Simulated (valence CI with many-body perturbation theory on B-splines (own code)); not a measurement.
## E1 transitions of Nb²⁸⁺

Method: configuration interaction combined with many-body perturbation theory (CI+MBPT): three valence electrons over a frozen Dirac-Fock core [Ne], a basis of 11 s, 11 p, 10 d, 8 f, 5 g, 2 h functions for each j, with the one-electron correlation potential Σ1, the two-electron term Σ2, the three-electron term Σ3, Breit, model QED; selected CI, second order for the rest, scaled by the run's own slope (own B-spline code, finite nucleus).

The last digits are not significant, and no measured levels were compared; by estimate large intervals hold to a few tenths of a per cent, small ones and those within an open d or f shell to about a per cent.

Lines 151 to 200 of 580 in falling wavelength, among levels below 736.83 eV, chosen from the strongest by gf and those to the six lowest levels. Wavelengths and rates use the calculated energies. Electric multipoles are in the length gauge with retardation, E1 and E2 with the static RPA response of the core. Weak lines are less certain than strong ones. Lines between different terms over intervals too small for the method are left out, as are lines whose strength nearly cancels. The highest levels of a list are the least certain.

Names give the largest LS component (configuration and term), which can be under half, so a name can repeat, a term be missing and a line seem to break the LS rules; names also repeat where a configuration has a term twice. Letters in brackets count levels of one name in rising energy.

| λ vac (nm) | Upper | Lower | A (s⁻¹) | S (a.u.) with core polarisation | S without |
| --- | --- | --- | --- | --- | --- |
| 12.68 | 3s 3p 3d 2D°_3/2 [b] | 3s 3p2 2P_3/2 | 3.00e+10 | 1.21e-01 | 1.24e-01 |
| 12.68 | 3p2 3d 2F_5/2 | 3s 3p 3d 4F°_3/2 | 9.40e+09 | 5.67e-02 | 5.82e-02 |
| 12.68 | 3d3 2H_9/2 | 3p 3d2 2F°_7/2 [b] | 7.32e+09 | 7.36e-02 | 7.54e-02 |
| 12.66 | 3p 3d2 2G°_9/2 [b] | 3s 3d2 2G_7/2 | 1.49e+10 | 1.50e-01 | 1.53e-01 |
| 12.65 | 3d3 2G_7/2 | 3p 3d2 2F°_7/2 [b] | 6.71e+09 | 5.37e-02 | 5.49e-02 |
| 12.65 | 3p 3d2 2G°_9/2 [a] | 3p2 3d 2F_7/2 [b] | 1.39e+10 | 1.39e-01 | 1.42e-01 |
| 12.64 | 3p2 3d 4F_9/2 [b] | 3s 3p 3d 4D°_7/2 | 8.74e+09 | 8.71e-02 | 8.93e-02 |
| 12.64 | 3p 3d2 2G°_9/2 [a] | 3s 3d2 4F_9/2 | 1.10e+10 | 1.10e-01 | 1.12e-01 |
| 12.63 | 3d3 2F_5/2 | 3p 3d2 2F°_5/2 [b] | 1.03e+10 | 6.15e-02 | 6.30e-02 |
| 12.61 | 3d3 4F_5/2 | 3p 3d2 4D°_3/2 | 1.61e+10 | 9.59e-02 | 9.82e-02 |
| 12.61 | 3p2 3d 2D_3/2 [b] | 3s 3p 3d 2P°_1/2 [b] | 4.06e+10 | 1.61e-01 | 1.65e-01 |
| 12.60 | 3p 3d2 2D°_5/2 [c] | 3s 3d2 2D_3/2 | 1.53e+10 | 9.08e-02 | 9.31e-02 |
| 12.59 | 3p 3d2 2F°_5/2 [b] | 3p2 3d 2D_3/2 [b] | 3.80e+10 | 2.24e-01 | 2.30e-01 |
| 12.58 | 3p2 3d 4D_5/2 | 3s 3p 3d 4F°_7/2 | 1.42e+10 | 8.37e-02 | 8.58e-02 |
| 12.54 | 3d3 2D_5/2 [a] | 3p 3d2 2D°_5/2 [c] | 4.87e+10 | 2.85e-01 | 2.91e-01 |
| 12.53 | 3p2 3d 2D_5/2 [c] | 3s 3p 3d 2F°_7/2 [a] | 2.42e+10 | 1.41e-01 | 1.45e-01 |
| 12.48 | 3p2 3d 4F_7/2 | 3s 3p 3d 4F°_5/2 | 1.03e+10 | 7.91e-02 | 8.12e-02 |
| 12.48 | 3s 3p 3d 4F°_5/2 | 3s 3p2 4P_5/2 | 5.73e+09 | 3.30e-02 | 3.38e-02 |
| 12.48 | 3s 3p 3d 2F°_5/2 [b] | 3s2 3d 2D_3/2 | 5.01e+10 | 2.88e-01 | 2.96e-01 |
| 12.47 | 3d3 4F_7/2 | 3p 3d2 4P°_5/2 | 9.07e+09 | 6.94e-02 | 7.11e-02 |
| 12.44 | 3d3 2D_3/2 [a] | 3p 3d2 2D°_3/2 [c] | 1.97e+10 | 7.47e-02 | 7.65e-02 |
| 12.44 | 3p2 3d 4P_3/2 [b] | 3s 3p 3d 4D°_5/2 | 1.63e+10 | 6.21e-02 | 6.37e-02 |
| 12.44 | 3p2 3d 2D_3/2 [a] | 3s 3p 3d 2F°_5/2 [a] | 3.60e+10 | 1.37e-01 | 1.40e-01 |
| 12.43 | 3s 3p 3d 4F°_3/2 | 3s 3p2 4P_3/2 | 2.28e+09 | 8.66e-03 | 8.90e-03 |
| 12.43 | 3s 3p 3d 2P°_1/2 [a] | 3s2 3d 2D_3/2 | 2.49e+10 | 4.71e-02 | 4.83e-02 |
| 12.42 | 3d3 4P_3/2 | 3p 3d2 4S°_3/2 | 1.34e+10 | 5.07e-02 | 5.19e-02 |
| 12.40 | 3d3 2F_7/2 | 3p 3d2 2G°_9/2 [b] | 1.53e+10 | 1.15e-01 | 1.18e-01 |
| 12.39 | 3p 3d2 2F°_5/2 [b] | 3s 3d2 2G_7/2 | 4.86e+10 | 2.74e-01 | 2.81e-01 |
| 12.38 | 3d3 2D_3/2 [b] | 3p 3d2 2P°_1/2 [c] | 4.90e+10 | 1.84e-01 | 1.88e-01 |
| 12.38 | 3p2 3d 2D_5/2 [a] | 3s 3p 3d 4P°_5/2 | 2.17e+10 | 1.22e-01 | 1.25e-01 |
| 12.38 | 3p3 2D°_5/2 | 3s 3p2 4P_3/2 | 3.76e+07 | 2.11e-04 | 2.16e-04 |
| 12.38 | 3p2 3d 2D_5/2 [a] | 3s 3p 3d 4D°_3/2 | 1.24e+10 | 6.95e-02 | 7.13e-02 |
| 12.37 | 3p2 3d 4D_7/2 | 3s 3p 3d 4F°_9/2 | 1.60e+10 | 1.20e-01 | 1.23e-01 |
| 12.36 | 3p2 3d 4P_5/2 | 3s 3p 3d 4D°_7/2 | 8.99e+09 | 5.02e-02 | 5.16e-02 |
| 12.36 | 3s 3p 3d 2D°_3/2 [a] | 3s 3p2 2D_5/2 | 1.99e+10 | 7.43e-02 | 7.62e-02 |
| 12.35 | 3p3 2P°_1/2 | 3s 3p2 2D_3/2 | 5.16e+10 | 9.60e-02 | 9.85e-02 |
| 12.35 | 3p2 3d 4P_5/2 | 3s 3p 3d 4D°_5/2 | 1.23e+10 | 6.88e-02 | 7.06e-02 |
| 12.34 | 3p 3d2 4G°_9/2 | 3p2 3d 4F_9/2 [a] | 9.74e+09 | 9.05e-02 | 9.26e-02 |
| 12.34 | 3p2 3d 2D_5/2 [b] | 3s 3p 3d 2F°_5/2 [a] | 1.66e+10 | 9.23e-02 | 9.47e-02 |
| 12.31 | 3p 3d2 4D°_3/2 | 3s 3d2 4F_5/2 | 2.66e+10 | 9.79e-02 | 1.00e-01 |
| 12.30 | 3p2 3d 4P_3/2 [a] | 3s 3p 3d 4D°_3/2 | 1.25e+10 | 4.61e-02 | 4.73e-02 |
| 12.27 | 3s 3d2 2G_7/2 | 3s 3p 3d 2F°_5/2 [b] | 9.64e+10 | 7.03e-01 | 7.21e-01 |
| 12.26 | 3d3 2P_1/2 | 3p 3d2 2P°_1/2 [b] | 2.51e+10 | 4.56e-02 | 4.67e-02 |
| 12.25 | 3s 3p 3d 2D°_3/2 [a] | 3s 3p2 2P_1/2 | 1.22e+10 | 4.42e-02 | 4.53e-02 |
| 12.24 | 3s 3d2 4P_5/2 | 3s 3p 3d 2F°_7/2 [a] | 1.82e+10 | 9.91e-02 | 1.02e-01 |
| 12.23 | 3p 3d2 2P°_3/2 [b] | 3s 3d2 2D_5/2 | 2.08e+10 | 7.50e-02 | 7.68e-02 |
| 12.22 | 3p 3d2 4D°_7/2 [a] | 3p2 3d 2D_5/2 [a] | 2.63e+10 | 1.90e-01 | 1.94e-01 |
| 12.22 | 3p2 3d 2P_3/2 [a] | 3p3 2D°_5/2 | 2.65e+10 | 9.54e-02 | 9.78e-02 |
| 12.21 | 3p2 3d 2F_7/2 [a] | 3p3 2D°_5/2 | 1.88e+10 | 1.35e-01 | 1.38e-01 |
| 12.18 | 3p 3d2 2D°_5/2 [b] | 3p2 3d 4P_3/2 [b] | 8.93e+09 | 4.78e-02 | 4.89e-02 |
